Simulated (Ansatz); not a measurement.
Relaxation of Cl2H6InNSi (11 atoms, charge 0, multiplicity 1), to a largest force component of 0.03 eV/Å in at most 50 steps.

Computed with RHF/def2-SVP (Ansatz).

```xyz
11
Properties=species:S:1:pos:R:3
In -1.198 -1.228 -0.698
Si 0.756 -1.137 0.926
Cl -1.027 -1.832 -2.979
Cl -3.440 -0.740 -0.128
H 0.870 1.544 0.394
N 0.221 1.856 -0.317
H 1.967 -0.703 0.192
H 0.463 -0.159 1.998
H 1.021 -2.455 1.548
H 0.751 2.313 -1.040
H -0.385 2.541 0.103
```

Problem. Where does it end, and by what steps?

Solution. The forces met the threshold. After 10 steps the energy has fallen by 0.833 eV; H10 moved furthest, 1.13 Å. Joined: In1–N6.

```
step  energy less start (eV)  largest force component (eV/Å)  accepted
   0                  0.0000                           0.446       yes
   1                 -0.1011                           0.934       yes
   2                 -0.2598                           0.768       yes
   3                 -0.4298                           0.570       yes
   4                 -0.5672                           0.724       yes
   5                 -0.6921                           0.534       yes
   6                 -0.7533                           0.545       yes
   7                 -0.7985                           0.227       yes
   8                 -0.8189                           0.238       yes
   9                 -0.8296                           0.133       yes
  10                 -0.8325                           0.020       yes
```

```xyz
11
Properties=species:S:1:pos:R:3
In -0.665 -0.512 -0.404
Si 1.024 -1.541 1.286
Cl -0.477 -0.921 -2.760
Cl -2.948 -0.078 0.193
H 0.463 2.257 -0.206
N -0.268 1.803 -0.730
H 2.411 -1.357 0.791
H 0.907 -0.862 2.600
H 0.766 -2.988 1.467
H -0.074 1.929 -1.712
H -1.138 2.271 -0.524
```

Whether the end is a true minimum wasn't checked by a vibrational analysis.

Time of the run: 33 s on 2 threads of Arm Neoverse V1, with other jobs on the host, peak memory 0.32 GiB.
